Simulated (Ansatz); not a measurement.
`B[SiH]([SiH3])[SiH3]` + H–F → `F[SiH]([SiH3])[SiH3]` + BH₃ at 298.15 K and 1 bar (cleavage of the Si–B bond).

Computed with Ansatz on PBE0-D4/def2-TZVP structures; ΔE is electronic, products minus reactants. CCSD(T)/CBS is the MP2 limit (def2-TZVPP, def2-QZVPP) plus CCSD(T) − MP2 in def2-TZVPP, frozen cores. This one scheme is used for every species.

| species | CCSD(T)/CBS energy (Eh) | H − E (kJ/mol) | S (J/(mol·K)) |
| --- | --- | --- | --- |
| `B[SiH]([SiH3])[SiH3]` | -897.39506 | 234.0 | 400.8 |
| H–F | -100.39570 | 33.5 | 173.6 |
| `F[SiH]([SiH3])[SiH3]` | -971.28016 | 184.9 | 375.8 |
| BH₃ | -26.55200 | 78.7 | 188.3 |

H − E and S are ideal-gas, rigid-rotor, harmonic terms from PBE0-D4/def2-TZVP. 1 Eh = 2625.50 kJ/mol, R = 8.31446 J/(mol·K).

Q: By hand: ΔE, ΔH, ΔS and ΔG.

A: ΔE = (-971.28016) + (-26.55200) − (-897.39506) − (-100.39570) = -0.04140 Eh = -108.7 kJ/mol. Δ(H − E) = 184.9 + 78.7 − 234.0 − 33.5 = -3.9, so ΔH = -112.6 kJ/mol. ΔS = 375.8 + 188.3 − 400.8 − 173.6 = -10.3 J/(mol·K). ΔG = -112.6 − 298.15 × (-10.3)/1000 = -109.5 kJ/mol.

Q: By hand: the equilibrium constant, and the temperature at which ΔG would vanish if ΔH and ΔS stayed fixed.

A: log₁₀ K = −ΔG/(RT ln 10) = 19.2. ΔG = 0 at ΔH/ΔS = 10932 K, far beyond where these terms or the molecules hold.

The number of gas molecules stays the same, so ΔS is small and ΔH decides. A doubt of 5 kJ/mol in ΔE shifts log₁₀ K by 0.9 here. Modes under 60 cm⁻¹, often nearly free rotors, make the harmonic entropy too high. These are equilibria of isolated gas molecules and say nothing of rates. Largest T1 diagnostic: 0.015 (customary marks: 0.02 for closed shells, 0.045 for open ones).
